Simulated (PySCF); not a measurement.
A geometry optimisation on `PB[AsH2]`.

Method: PBE0-D3(BJ)/def2-SVP geometry optimisation, gas phase (PySCF 2.14.0). Start geometry: GFN2-xTB. The input is one job of a driver script: a line of settings, then coordinates in Å.

Input:
```
{"job": {"xc": "PBE0", "basis": "def2-SVP", "d3": "d3bj", "grid": 1, "maxiter": 30, "shake": 0.01, "kind": "geom"}, "charge": 0, "multiplicity": 1}
P     -1.703050     0.040470     0.021670
B     -0.011820    -0.125080     0.697510
As     1.399540    -1.161970    -0.247500
H     -2.045420     1.321060     0.474070
H     -1.486130     0.453920    -1.297310
H      0.138230     0.166780     1.828700
H      2.518270    -0.174590     0.073300
H      1.245510    -0.539730    -1.602910
```

Output:
```
step   0  E = -2604.22060590  max force = 0.016401
step   1  E = -2604.22427431  max force = 0.002966
step   2  E = -2604.22437457  max force = 0.001039
step   3  E = -2604.22439678  max force = 0.000801
step   4  E = -2604.22440811  max force = 0.000316
optimisation converged
```

Energies in Eh; «max force» is the largest Cartesian gradient component in Eh/bohr.

**Question.** How much energy does the optimisation release, in kJ/mol?

**Answer.** E(step 0) − E(last step) = 0.003802 Eh, which is 10.0 kJ/mol.

In short: final energy -2604.22441 Eh after 4 steps; dipole 1.31 D.

**Question.** Estimate the wall time. Hardware: an AMD EPYC 9B14 with one thread, no GPU (shared host). And the peak memory of the process?

**Answer.** About 12 s, with 0.38 GiB resident at the peak, the Python interpreter and its libraries included.
Labels such as C1 count atoms from 1, the log's own numbers from 0.
